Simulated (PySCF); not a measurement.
Electric properties by functional and basis

Methane selenol, CH4Se.
SMILES: `[SeH]C`

PySCF, dipoles from the SCF density, polarisabilities from static response with core orbitals frozen. Geometry: PBE0-D3(BJ)/def2-SVP; no solvent, vibrations or thermal averaging. The LDA/def2-SVPD calculation is non-relativistic and has no spin–orbit coupling, an omission that weighs most on selenium.

Task: Compare the levels for these properties.

Result: 

```tsv
level	μ (D)	error (%)	α (au)	anisotropy (au)
LDA/def2-SVPD	1.417	+9.8	45.01	10.12
PBE/def2-SVPD	1.371	+6.2	44.71	10.05
B3LYP/def2-SVPD	1.373	+6.4	43.91	10.28
PBE0/def2-SVPD	1.425	+10.4	43.36	10.12
BHandHLYP/def2-SVPD	1.430	+10.8	42.69	10.43
CAM-B3LYP/def2-SVPD	1.398	+8.3	43.23	10.20
wB97X-D/def2-SVPD	1.441	+11.6	43.35	10.06
LC-wPBE/def2-SVPD	1.437	+11.3	42.00	9.82
HF/def2-SVPD	1.565	+21.2	41.97	10.55
PBE0/6-31G*	1.612	+24.9	31.82	10.53
PBE0/def2-SVP	1.394	+8.0	32.37	13.00
PBE0/aug-cc-pVDZ	1.454	+12.6	43.02	11.25
PBE0/def2-TZVP	1.443	+11.8	38.64	12.90
PBE0/def2-TZVPD	1.429	+10.7	44.02	10.67
PBE0/aug-cc-pVTZ	1.426	+10.5	44.04	10.86
```

Reference dipole: 1.291 D (measured, gas; NIST CCCBDB Release 22 (SRD 101), experimental dipoles). The anisotropy is √(½[(α1 − α2)² + (α2 − α3)² + (α3 − α1)²]). For the dipole, the smallest error is 6.2% (PBE/def2-SVPD) and the largest 24.9% (PBE0/6-31G*). The dipole runs from 1.37 D (PBE/def2-SVPD) to 1.61 D (PBE0/6-31G*). No reference polarisability is at hand; against PBE0 in the largest diffuse basis at hand (aug-cc-pVTZ) the other PBE0 rows deviate by 6-31G* -28%, def2-SVP -27%, def2-SVPD -2%, aug-cc-pVDZ -2%, def2-TZVP -12%, def2-TZVPD 0%. In one basis (def2-SVPD) the functionals order the polarisability from HF (lowest) to LDA (highest), a spread of 7%. With PBE0 the polarisability is 34.28 au without diffuse functions (mean of 6-31G*, def2-SVP and def2-TZVP) and 43.61 au with them (mean of def2-SVPD, aug-cc-pVDZ, def2-TZVPD and aug-cc-pVTZ). Measured values can belong to vibrating molecules and may average over conformers; the computed ones are for one fixed geometry.
